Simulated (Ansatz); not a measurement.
FGaH4Si, SMILES `F[SiH2][GaH2]`, relaxed with RKS PBE0-D4/def2-TZVP in the Gaussian-basis code of Ansatz from a GFN2-xTB geometry. The force threshold is 0.005 eV/Å; the program also tests the step.

The species carries charge 0 and has multiplicity 1.

Start:

```xyz
7

F     1.243    1.545    0.356
Si   -0.169    0.801    0.679
Ga   -0.029   -1.092   -0.798
H    -0.072    0.562    2.127
H    -1.151    1.863    0.417
H    -0.201   -1.080   -2.404
H     0.379   -2.599   -0.378
```

(1) By how much does the energy fall, and how many steps does the optimiser take? (Estimate.)

(2) Which bonds change most? (Best estimate.)

(3) Give the relaxed structure. (Estimate.)

Answers

(1) The calculation gave: 19.43 kJ/mol, in 21 steps, 1 of them rejected.

(2) Ansatz gave: Ga3–H6 from 1.615 to 1.569 Å; Ga3–H7 from 1.617 to 1.573 Å; Si2–H5 from 1.470 to 1.490 Å; Si2–H4 from 1.471 to 1.490 Å.

(3) Computed: 
```xyz
7

F     0.819    2.042    0.014
Si   -0.020    0.810    0.623
Ga    0.018   -1.115   -0.839
H     0.566    0.496    1.957
H    -1.411    1.297    0.851
H     0.782   -1.120   -2.210
H    -0.754   -2.411   -0.395
```
